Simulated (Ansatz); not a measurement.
The cluster Ge₃Se₄, 7 atoms. Hardware: 4 threads of Intel Xeon Platinum 8175M on a shared host.

Correlated methods freeze 63 core orbitals; core or outer-core shells of Ge, Se are correlated, in sets that lack core-valence functions.

How many basis functions does each of these Ansatz runs have, and roughly what does it cost? RPA@PBE/def2-SVP, charge 0 singlet, energy, from earlier orbitals; MP2/def2-SVP, charge 0 singlet, energy, from earlier orbitals; PBE0-D4/def2-TZVP, charge 0 singlet, energy, from earlier orbitals; PBE-D4/def2-SVP, charge 0 singlet, energy, from earlier orbitals; PBE0-D4/def2-SVP, charge 0 singlet, energy, from earlier orbitals; r2SCAN-D4/def2-TZVP, charge 0 singlet, energy, from earlier orbitals; LC-ωPBE/def2-TZVP, charge 0 singlet, energy, from earlier orbitals; PBE-D4/def2-TZVP, charge 0 singlet, energy and forces, from earlier orbitals; PBE-D4/def2-SVP, charge 0 singlet, relaxation, 7 steps.

Other jobs shared the machine, so times can vary by a factor of up to 3.

```tsv
run	functions	fitting or Cholesky vectors	wall time	peak host memory (GiB)
PBE-D4/def2-SVP, charge 0 singlet, energy, from earlier orbitals	224	2437	6 s	0.55
PBE-D4/def2-TZVP, charge 0 singlet, energy and forces, from earlier orbitals	336	2622	16 s	1
PBE0-D4/def2-SVP, charge 0 singlet, energy, from earlier orbitals	224	2176	17 s	1.1
RPA@PBE/def2-SVP, charge 0 singlet, energy, from earlier orbitals	224	2176	20 s	0.77
LC-ωPBE/def2-TZVP, charge 0 singlet, energy, from earlier orbitals	336	2622	22 s	1.6
r2SCAN-D4/def2-TZVP, charge 0 singlet, energy, from earlier orbitals	336	2622	22 s	1.1
MP2/def2-SVP, charge 0 singlet, energy, from earlier orbitals	224	2176	23 s	1.2
PBE-D4/def2-SVP, charge 0 singlet, relaxation, 7 steps	224	2437	26 s	0.55
PBE0-D4/def2-TZVP, charge 0 singlet, energy, from earlier orbitals	336	2306	38 s	1.9
```
